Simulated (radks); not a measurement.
Results of a calculation; reference values are marked as such.
All-electron atom: Mg4+ in [He] 2s2 2p4. Level of theory: Dirac Kohn-Sham, PBE, spin-unpolarised, spherical densities, finite nucleus; open shells are shared between the two j in proportion to 2j + 1; Fermi nuclear charge, rms radius 3.057 fm (a radial shooting solver on a logarithmic mesh with Libxc functionals).

Normalised radial functions P(r) = r R(r) (large component), r in bohr:

```
   r/bohr * 2p1/2 (the largest magnitude, 1.24, reaches the edge; | marks zero)
 0.006853 *
  0.00837 *
  0.01022 *
  0.01249 *
  0.01525 |*
  0.01863 |*
  0.02275 |*
  0.02779 | *
  0.03394 |  *
  0.04146 |   *
  0.05063 |    *
  0.06185 |      *
  0.07554 |         *
  0.09226 |            *
   0.1127 |                 *
   0.1376 |                      *
   0.1681 |                            *
   0.2053 |                                   *
   0.2508 |                                          *
   0.3039 |                                                *
   0.3712 |                                                    *
   0.4533 |                                                      *
   0.5537 |                                                    *
   0.6763 |                                              *
    0.826 |                                     *
    1.009 |                           *
    1.232 |                 *
    1.505 |         *
    1.838 |    *
    2.245 | *
```

2p1/2: eigenvalue -129.07 eV, 0 radial nodes, <r> = 0.605 bohr, 90 % of the charge inside 1.01 bohr.
